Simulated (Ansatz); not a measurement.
System: LuCl3 (charge 0, triplet). The spin state was set by rule; other spins were not relaxed. 
Geometry from a B3LYP-D3(BJ)/def2-TZVP (Ansatz, a first-principles code) optimisation:
```xyz
4

Lu    -0.0974    -0.1179     0.2395
Cl     1.8665     0.2511    -1.4145
Cl    -0.9208    -1.1140     2.2637
Cl    -0.5388     1.3553    -1.8496
```
Charge 0, spin multiplicity 3.

Dipole moments at this geometry, in debye (magnitudes).

```json
[
 {"level": "BLYP/def2-TZVP", "program": "Ansatz", "dipole (D)": "1.11"},
 {"level": "B3LYP/def2-TZVP", "program": "Ansatz", "dipole (D)": "1.22"},
 {"level": "r2SCAN0/def2-TZVP", "program": "Ansatz", "dipole (D)": "1.25"},
 {"level": "CAM-B3LYP/def2-TZVP", "program": "Ansatz", "dipole (D)": "1.25"},
 {"level": "LC-wPBE/def2-TZVP", "program": "Ansatz", "dipole (D)": "1.28"}
]
```
